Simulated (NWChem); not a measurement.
System: AlHOBrF; SMILES [OH][Al]([F])[Br]

```xyz
5

Al     0.1096    -0.8884     0.0000
F     -1.2047    -1.8891     0.0000
Br    -0.1826     1.3355     0.0000
O      1.6869    -1.5158     0.0000
H      1.8350    -2.4703     0.0000
```
Atoms are numbered in this order, from 1.

Geometry: optimised at B3LYP/6-31G* (spherical d).

Spin-orbit effects, on the heavy nuclei and on their neighbours, are missing.

### Question
Give the principal values of the shielding tensors (ppm) of Al1, F2, Br3, O4 from Hartree-Fock/6-31G* (spherical d), GIAO (NWChem), with their diamagnetic and paramagnetic parts as GIAO splits them.

### Answer
| atom | σ11 | σ22 | σ33 | isotropic | diamagnetic | paramagnetic |
|---|---|---|---|---|---|---|
| Al1 | 478.5 | 532.9 | 601.2 | 537.5 | 791.6 | -254.1 |
| F2 | 323.2 | 349.7 | 452.3 | 375.0 | 469.7 | -94.7 |
| Br3 | 2936.8 | 2968.2 | 3089.9 | 2998.3 | 3122.9 | -124.6 |
| O4 | 279.5 | 304.5 | 364.0 | 316.0 | 390.3 | -74.3 |
